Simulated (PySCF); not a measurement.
## Dipole response of Fe (iron, neutral)

[Ar] 3d6 4s2, high-spin 5D determinant. Computed with PySCF 2.14 in dyall-av2z (16s12p7d2f, 101 functions), with the non-relativistic Hamiltonian (point nucleus). Coupled (time-dependent) response in atomic units; α is the mean over directions. A double-zeta set is small for polarisabilities.

```json
{"method": "UHF", "mean α (bohr³)": "85.59", "α xx, yy, zz": "84.18, 84.18, 88.42", "C₆ (like pair)": "822.8", "S(−4)": "7015"}
{"method": "PBE", "mean α (bohr³)": "62.37", "α xx, yy, zz": "61.58, 61.58, 63.97", "C₆ (like pair)": "550.1", "S(−4)": "2213"}
{"method": "PBE0", "mean α (bohr³)": "66.16", "α xx, yy, zz": "64.57, 64.57, 69.35", "C₆ (like pair)": "596.0", "S(−4)": "2511"}
```

S(−4) is the Cauchy moment in α(ω) = α(0) + S(−4) ω² + …

Reference α: 62 ± 4 bohr³ (recommended; Schwerdtfeger and Nagle, table of static dipole polarizabilities (2023 update)). Published C₆: 482.0 (Chu and Dalgarno (2004); Tang, Norbeck and Certain (1976)).

Hartree-Fock lies above the reference because it lacks correlation, which contracts the outer shell.

α(iu) at UHF:

```
u (hartree)  α(iu) (bohr³)
          0          85.59
     0.0500          74.19
      0.100          57.03
      0.200          31.60
      0.300          19.11
      0.500          9.402
      0.750          5.374
       1.00          3.675
       1.50          2.182
       2.00          1.499
       3.00         0.8633
       5.00         0.4131
```

A single London oscillator, α(iu) = α/(1 + u²/ω²), gives C₆ = (3/4) ω α². Matching the computed C₆ needs ω = 4 × 822.8 / (3 × 85.59²) = 0.150 hartree.

The components differ because the open shell of this determinant is not spherical; for a pure term their mean is the scalar polarisability.
